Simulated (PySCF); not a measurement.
Sn(NH2)2 (H₄N₂Sn), SMILES [Sn]([NH2])[NH2] (connectivity only; charge and spin as stated), neutral, multiplicity 1. Atoms are numbered in the order given.

```xyz
7

Sn     0.0000     0.0000    -0.3931
N      0.0000     1.4975     1.0068
H      0.0000     2.4838     0.7623
H      0.0000     1.3745     2.0168
N      0.0000    -1.4975     1.0068
H      0.0000    -1.3745     2.0168
H      0.0000    -2.4838     0.7623
```
Charge 0, spin multiplicity 1.

The structure is a stationary point at B3LYP-D3(BJ)/def2-SVP. The def2 effective core potentials stand for the cores of Sn; spin–orbit coupling is left out. Other conformers were not sampled.

Computed with B3LYP-D3(BJ)/def2-SVP (PySCF).

Frequencies are harmonic and unscaled.

Q: Estimate the vibrational spectrum. (The exact figures need the calculation; the answer reports its results.)

A: 
```tsv
mode	ν (cm⁻¹)	IR (km/mol)	moving atoms (share of kinetic energy)
1	168	0.0	H 80 %, N 20 %
2	193	1.1	N 60 %, H 31 %, Sn 9 %
3	264	408.4	H 79 %, N 20 %
4	321	0.0	H 100 %
5	432	3.3	H 99 %
6	571	14.4	H 65 %, N 33 %
7	584	78.2	N 54 %, H 36 %, Sn 10 %
8	588	39.8	N 76 %, H 14 %, Sn 10 %
9	691	60.8	H 75 %, N 23 %
10	1496	11.5	H 90 %, N 10 %
11	1516	6.1	H 90 %, N 10 %
12	3537	1.4	H 96 %
13	3540	8.8	H 96 %
14	3650	7.9	H 91 %, N 9 %
15	3651	14.7	H 91 %, N 9 %
```
